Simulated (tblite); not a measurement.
Input of a run (GFN2-xTB geometry optimisation, gas phase (tblite 0.8.0)), started from a force field or distance geometry:
```
{"job": {"kind": "relax", "xc": "GFN2-xTB", "basis": "xTB"}, "charge": 0, "multiplicity": 1}
C      2.730200    -0.622600    -1.141800
C      1.536500    -0.644700    -0.845200
C      0.136100    -0.709200    -0.480500
C     -0.104300    -2.054900     0.176800
F      0.677000    -2.199300     1.333600
F     -1.441900    -2.227400     0.541300
Si    -0.326900     0.712900     0.611200
F     -0.021800     0.331800     2.216100
P      0.741000     2.566200     0.096900
P     -2.493900     1.091100     0.371800
H      3.759600    -0.605200    -1.420800
H     -0.453400    -0.689500    -1.445300
H      0.122500    -2.852700    -0.567500
H     -0.068600     3.495700    -0.653700
H      1.216600     3.143300     1.365700
H     -3.202400    -0.077700     0.864300
H     -2.813400     1.354200    -1.033100
```

Output (eV, eV/Å):
```
step      E/eV     max force
  0    -898.24477    3.544
  1    -898.47631    9.121
  2    -899.04528    2.004
  3    -899.31462    1.393
  4    -899.78030    1.019
  5    -899.83642    0.762
  6    -899.87770    0.408
  7    -899.89214    0.309
  8    -899.90328    0.284
  9    -899.91092    0.236
 10    -899.91748    0.199
 11    -899.92294    0.180
 12    -899.92771    0.216
 13    -899.93204    0.244
 14    -899.93659    0.203
 15    -899.94036    0.158
 16    -899.94260    0.120
 17    -899.94380    0.095
 18    -899.94476    0.102
 19    -899.94581    0.099
 20    -899.94680    0.079
 21    -899.94757    0.079
 22    -899.94822    0.067
 23    -899.94894    0.079
 24    -899.94968    0.081
 25    -899.95033    0.089
 26    -899.95087    0.075
 27    -899.95144    0.062
 28    -899.95213    0.076
 29    -899.95288    0.075
 30    -899.95353    0.081
 31    -899.95405    0.071
 32    -899.95448    0.071
 33    -899.95484    0.067
 34    -899.95513    0.063
 35    -899.95538    0.059
 36    -899.95559    0.052
 37    -899.95576    0.041
 38    -899.95589    0.035
 39    -899.95602    0.038
 40    -899.95618    0.047
 41    -899.95642    0.055
 42    -899.95676    0.054
 43    -899.95718    0.049
 44    -899.95761    0.052
 45    -899.95800    0.050
 46    -899.95836    0.058
 47    -899.95870    0.050
 48    -899.95902    0.048
 49    -899.95935    0.057
 50    -899.95975    0.056
 51    -899.96024    0.072
 52    -899.96079    0.075
 53    -899.96134    0.070
 54    -899.96184    0.070
 55    -899.96236    0.076
 56    -899.96306    0.079
 57    -899.96395    0.071
 58    -899.96484    0.069
 59    -899.96557    0.057
 60    -899.96602    0.063
 61    -899.96600    0.113
 62    -899.96682    0.065
 63    -899.96723    0.052
 64    -899.96799    0.048
 65    -899.96847    0.072
 66    -899.96916    0.081
 67    -899.96991    0.076
 68    -899.97099    0.053
 69    -899.97143    0.054
 70    -899.97194    0.068
 71    -899.97248    0.104
 72    -899.97344    0.079
 73    -899.97516    0.085
 74    -899.97584    0.062
 75    -899.97657    0.098
 76    -899.97751    0.085
 77    -899.98093    0.140
 78    -899.98297    0.159
 79    -899.98469    0.263
 80    -899.98694    0.210
 81    -899.99012    0.100
 82    -899.99256    0.102
 83    -899.99603    0.136
 84    -899.99936    0.151
 85    -900.00529    0.141
 86    -900.00264    0.431
 87    -900.00862    0.104
 88    -900.01013    0.108
 89    -900.01285    0.127
 90    -900.01410    0.104
 91    -900.01571    0.088
 92    -900.01725    0.133
 93    -900.01875    0.150
 94    -900.01972    0.090
 95    -900.02014    0.129
 96    -900.02137    0.065
 97    -900.02210    0.077
 98    -900.02274    0.072
 99    -900.02318    0.063
100    -900.02383    0.056
101    -900.02467    0.077
102    -900.02560    0.060
103    -900.02631    0.060
104    -900.02686    0.061
105    -900.02740    0.062
106    -900.02801    0.090
107    -900.02895    0.129
108    -900.03031    0.232
109    -900.03143    0.153
110    -900.03239    0.051
111    -900.03294    0.066
112    -900.03331    0.050
113    -900.03375    0.050
114    -900.03419    0.065
115    -900.03475    0.068
116    -900.03520    0.052
117    -900.03549    0.040
118    -900.03569    0.032
119    -900.03590    0.043
120    -900.03617    0.047
121    -900.03663    0.051
122    -900.03712    0.059
123    -900.03770    0.054
124    -900.03843    0.070
125    -900.03915    0.093
126    -900.03989    0.088
127    -900.04061    0.071
128    -900.04150    0.081
129    -900.04209    0.072
130    -900.04290    0.100
131    -900.04377    0.065
132    -900.04430    0.081
133    -900.04503    0.057
134    -900.04534    0.037
135    -900.04566    0.043
136    -900.04594    0.047
137    -900.04654    0.059
138    -900.04732    0.059
139    -900.04817    0.080
140    -900.04898    0.086
141    -900.04986    0.076
142    -900.05082    0.086
143    -900.05170    0.063
144    -900.05235    0.066
145    -900.05320    0.072
146    -900.05406    0.067
147    -900.05464    0.093
148    -900.05501    0.048
149    -900.05534    0.026
150    -900.05546    0.020
151    -900.05551    0.013
152    -900.05555    0.012
153    -900.05559    0.018
154    -900.05564    0.018
155    -900.05569    0.015
156    -900.05574    0.013
157    -900.05579    0.012
158    -900.05583    0.011
159    -900.05586    0.011
160    -900.05590    0.013
161    -900.05593    0.013
162    -900.05596    0.013
163    -900.05600    0.015
164    -900.05605    0.014
165    -900.05608    0.014
166    -900.05611    0.010
```

Question: Summarise the run.

Answer: The energy falls by 174.8 kJ/mol over 166 L-BFGS steps, the largest force on an atom goes from 3.54 to 0.010 eV/Å, and the atoms move by 1.262 Å rms after alignment. Among the bonds, C3–Si7 and P9–H15 change most and about equally (-0.088 to +0.088 Å). Bonds longer at the end by more than 0.005 Å: 3 of 16; shorter: 12. Among the angles that change most is H14–P9–H15, from 112.1° to 92.6°. Among the dihedrals that turn most is C3–Si7–P10–H16, from 64° to -70°. The energy rose by more than 1e-5 eV at steps 61 and 86. The first step brought 13 % of the lowering.

Question: What are the final bond lengths?

Answer: C1≡C2 1.197 Å, C2–C3 1.442 Å, C3–C4 1.515 Å, C4–F5 1.353 Å, C4–F6 1.363 Å, C3–Si7 1.939 Å, Si7–F8 1.623 Å, Si7–P9 2.263 Å, Si7–P10 2.254 Å, C1–H11 1.048 Å, C3–H12 1.095 Å, C4–H13 1.101 Å, P9–H14 1.387 Å, P9–H15 1.385 Å, P10–H16 1.387 Å, P10–H17 1.391 Å. Numbering counts from 1 in the input's order; the species is `C#C[C@@H](C(F)F)[Si](F)(P)P`.

GFN2-xTB frequencies show an imaginary mode (22i cm⁻¹), so the point is no minimum at that level.

All values are computed, not measured.
